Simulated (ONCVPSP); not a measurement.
**Bi: excitation energies, all-electron against ONCV**

```
Element                 : bismuth
Generator               : ONCVPSP 4.0.1
Type                    : optimised norm-conserving Vanderbilt (ONCV)
Functional              : LDA (Perdew-Zunger)
Relativity              : fully relativistic
Frozen core             : [Kr] 4d10 4f14
Valence charge          : 23
Reference configuration : 5s2 5p6 5d10 6s2 6p3
Partial waves           : 5s+6s: rc 1.25 bohr, ncon 4, nbas 8, qcut 7.5 1/bohr, 2 projectors; 5p+6p: rc 1.25 bohr, ncon 4, nbas 9, qcut 10.5 1/bohr, 2 projectors; 5d: rc 1.85 bohr, ncon 5, nbas 10, qcut 6.6 1/bohr, 3 projectors, debl 2.2 Ha; f scattering state at 0.32 Ha: rc 1.50 bohr, ncon 4, nbas 7, qcut 8.3 1/bohr, 2 projectors, debl 2.7 Ha
Local potential         : polynomial inside 1.00 bohr (lpopt 5, dvloc0 0 Ha)
Core correction         : polynomial model core, fcfact 0.4
```

Open shells are filled in proportion to 2j + 1.

Energies are relative to the spin-unpolarised reference configuration 5s2 5p6 5d10 6s2 6p3; without spin polarisation the order of configurations can differ from experiment.

Problem. Give the all-electron excitation energy and the error of the potential for: 5s2 5p6 5d10 6s2 6p2; 5s2 5p6 5d10 6s2 6p1; 5s2 5p6 5d10 6s2 6p0; 5s2 5p6 5d10 6s2 6p2.5.

Solution.

| valence configuration | charge | ΔE all-electron (eV) | error AE − PS (meV) |
| --- | --- | --- | --- |
| 5s2 5p6 5d10 6s2 6p2 | +1 | 8.305 | +0.6 |
| 5s2 5p6 5d10 6s2 6p1 | +2 | 24.051 | +1.3 |
| 5s2 5p6 5d10 6s2 6p0 | +3 | 47.985 | +1.7 |
| 5s2 5p6 5d10 6s2 6p2.5 | +0.5 | 3.281 | +0.3 |

Levels in the configuration 5s2 5p6 5d10 6s2 6p0:

```csv
level,all-electron (eV),pseudo (eV)
5s j=1/2,-185.704,-185.751
5p j=3/2,-117.397,-117.416
5p j=1/2,-142.334,-142.365
5d j=5/2,-53.769,-53.771
5d j=3/2,-56.844,-56.846
6s j=1/2,-40.447,-40.449
```
